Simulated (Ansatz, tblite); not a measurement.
Cost and result up the ladder for GeEt2(OAc)2 (C₈H₁₆GeO₄) (29 atoms). Charge 0, multiplicity 1. Geometry: PBE-D4/def2-SVP.

Cartesian coordinates in Å:
```
Ge 0.361 -0.242 0.580
C 1.469 1.153 1.397
C 0.878 2.565 1.335
H 2.453 1.098 0.885
H 1.646 0.829 2.446
H 1.564 3.302 1.801
H 0.685 2.870 0.289
H -0.092 2.615 1.869
C 0.568 -2.087 1.195
C 1.972 -2.645 0.935
H -0.211 -2.664 0.659
H 0.310 -2.108 2.275
H 2.054 -3.699 1.271
H 2.219 -2.620 -0.145
H 2.757 -2.071 1.470
O 0.755 -0.413 -1.233
C 0.309 0.557 -2.048
C 0.481 0.203 -3.507
O -0.206 1.589 -1.640
H 0.309 1.094 -4.137
H -0.263 -0.578 -3.764
H 1.484 -0.226 -3.695
O -1.374 0.346 0.886
C -2.339 -0.206 0.128
C -3.674 0.475 0.318
O -2.133 -1.132 -0.644
H -4.476 -0.123 -0.148
H -3.628 1.471 -0.170
H -3.881 0.647 1.391
```

Ansatz on 2 threads of AMD EPYC 7R13 on a shared host and a share (18 GiB) of an NVIDIA H100 80GB HBM3; xTB runs through tblite on one thread. Times are rough, summed over both states, and most runs start from the orbitals of an earlier one. PBE-QIDH/def2-TZVP serves as the yardstick here, not as an exact answer. The other state is a doublet.

The xTB rows come from tblite. Correlated methods freeze 21 core orbitals; core or outer-core shells of Ge are correlated, in sets that lack core-valence functions. Single mean-field runs in def2-TZVP are fitted with def2-universal-jkfit.

Raw xTB energies of ions are shifted by several eV.

| level | functions | wall time |
| --- | --- | --- |
| GFN2-xTB | 73 | 0.052 s |
| GFN1-xTB | 89 | 0.086 s |
| PBE0-D4/def2-TZVP | 516 | 16 s |
| PBE-D4/def2-TZVP | 516 | 18 s |
| PBE-QIDH/def2-TZVP (with forces) | 516 | 29 s |

**Question.** Estimate what each level gives for the vertical IE (eV).

**Answer.** 
| level | vertical IE (eV) | difference from PBE-QIDH/def2-TZVP (eV) |
| --- | --- | --- |
| GFN2-xTB | 13.19 | 3.19 |
| GFN1-xTB | 14.02 | 4.01 |
| PBE0-D4/def2-TZVP | 9.32 | -0.68 |
| PBE-D4/def2-TZVP | 8.60 | -1.41 |
| PBE-QIDH/def2-TZVP (with forces) | 10.00 | 0.00 |
